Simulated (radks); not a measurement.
Results of a calculation; reference values are marked as such.
Ho1.25+, 65.75 electrons, occupied as [Xe] 4f(up 5.5, down 5.5) 6s(up 0.75, down 0) (fractional occupations, a model configuration). Level of theory: scalar-relativistic Kohn-Sham, PBE, spin-polarised, spherical densities, point nucleus (a radial shooting solver on a logarithmic mesh with Libxc functionals).

Normalised radial functions P(r) = r R(r), r in bohr:

```
   r/bohr * 5p down, o 4f down (the largest magnitude, 1.1, reaches the edge; | marks zero, & curves that meet)
0.0008711                             &
 0.001181                             &
 0.001613                             &
 0.002186                             &
 0.002962                             &
 0.004015                             &
 0.005485                             &
 0.007434                             o*
  0.01007                             o*
  0.01365                             o *
  0.01865                             o  *
  0.02528                             o   *
  0.03426                             o    *
  0.04643                             o    *
  0.06343                             |o  *
  0.08597                             |*o
   0.1165                         *   |  o
   0.1579                     *       |      o
   0.2157                        *    |            o
   0.2924                             |  *               o
   0.3962                             |          *             o
    0.537                             |       *                  o
   0.7336                        *    |                       o
   0.9943          *                  |                  o
    1.347      *                      |            o
    1.826           *                 |       o
    2.495                    *        |   o
    3.381                          *  | o
    4.582                            *|o
    6.211                             &
    8.485                             &
     11.5                             &
```

5p down: eigenvalue -34.174 eV, 3 radial nodes at r = 0.0894, 0.262, 0.660 bohr, <r> = 1.51 bohr, 90 % of the charge inside 2.23 bohr. 4f down: eigenvalue -11.430 eV, 0 radial nodes, <r> = 0.845 bohr, 90 % of the charge inside 1.49 bohr.
